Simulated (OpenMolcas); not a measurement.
# C I: effect of the basis set

```yaml
Program: OpenMolcas
Method: CASSCF
Active_space: 4 electrons in 4 orbitals (2s 2p)
State_averaging: 2S+1 = 3 even, 3 roots; 2S+1 = 1 even, 6 roots; 2S+1 = 5 odd, 1 root; 2S+1 = 3 odd, 8 roots
Spin-orbit_coupling: RASSI with atomic mean-field integrals over the reference wave functions, term energies averaged over their components
```

A. ANO-RCC-VDZP [3s2p1d], DKH2, point nucleus; cost of the order of 7 core-seconds
B. ANO-L-VTZP [4s3p2d1f], non-relativistic, point nucleus; cost roughly 10 core-seconds
C. ANO-RCC-VTZP [4s3p2d1f], DKH2, point nucleus; cost of the order of 12 core-seconds
D. ANO-R2 [4s4p2d1f], X2C, finite nucleus; cost about 14 core-seconds
E. ANO-R3 [4s4p2d1f], X2C, finite nucleus; cost about 14 core-seconds
F. ANO-RCC-VQZP [5s4p3d2f1g], DKH2, point nucleus; cost about 15 core-seconds

Energies in cm-1 above 2s2 2p2 3P0, the measured ground level; measured values from NIST Handbook of Basic Atomic Spectroscopic Data.

| Level | A | B | C | D | E | F | Measured |
| --- | --- | --- | --- | --- | --- | --- | --- |
| 2s2 2p2 3P0 | 0.0 | 0.0 | 0.0 | 0.0 | 0.0 | 0.0 | 0.0 |
| 2s2 2p2 3P1 | 14.9 | 15.0 | 15.2 | 14.9 | 14.9 | 15.1 | 16.4 |
| 2s2 2p2 3P2 | 44.6 | 44.9 | 45.3 | 44.4 | 44.4 | 45.1 | 43.4 |
| 2s2 2p2 1D2 | 12923 | 12769 | 12763 | 12727 | 12727 | 12734 | 10193 |
| 2s2 2p2 1S0 | 21539 | 21159 | 21207 | 21114 | 21114 | 21129 | 21648 |
| 2s 2p3 5S* 2 | 23555 | 23440 | 23548 | 23588 | 23588 | 23554 | 33735 |
| 2s 2p3 3D* 2 | 68778 | 68484 | 68566 | 68562 | 68562 | 68543 | 64091 |
| 2s 2p3 3D* 1 | 68778 | 68484 | 68566 | 68562 | 68562 | 68543 | 64090 |
| 2s 2p3 3D* 3 | 68778 | 68484 | 68566 | 68563 | 68563 | 68543 | 64087 |
| 2s 2p3 3P* 0 | 81538 | 81002 | 81088 | 81031 | 81031 | 81026 | 75256 |
| 2s 2p3 3P* 1 | 81538 | 81002 | 81088 | 81031 | 81031 | 81026 | 75254 |
| 2s 2p3 3P* 2 | 81538 | 81002 | 81088 | 81031 | 81031 | 81026 | 75255 |

Deviations, from unrounded energies. A percentage is the sum of absolute deviations over the sum of measured energies, with the sign that they share, or ± where signs differ.

```csv
Against measurement,Levels,A,B,C,D,E,F
mean absolute deviation (cm-1),11,4200,4000,4000,4000,4000,4000
fine structure of the ground term (%),2,±4.4,±4.8,±5.3,±4.2,±4.2,±5.0
other terms of the ground configuration (%),2,±8.9,±9.6,±9.5,±9.6,±9.6,±9.6
other configurations (%),7,±9.5,±9.0,±9.1,±9.1,±9.1,±9.0
```

A, B, C, D, E, F lie about equally close to measurement. The largest miss of B in the table is 2s 2p3 5S* 2, by -10000 cm-1. The ranking rests on the paired levels alone, and a cruder setting can come out closer through cancelling errors.

Among A to F the level of the table that moves most is 2s 2p3 3P* 0, by 540 cm-1 (lowest in B, highest in A).

Without dynamic correlation excited terms often stand tens of per cent too high (terms of higher spin than the ground term too low), and those without a measured partner can miss by more than the paired ones. Computed and measured levels are paired by configuration, term and J; levels that our copy of the source lacks, or whose pairing is in doubt (as where it misses far off the trend of its configuration), stay unpaired and out of the deviations. Only configurations of the active space appear.

* marks odd parity.
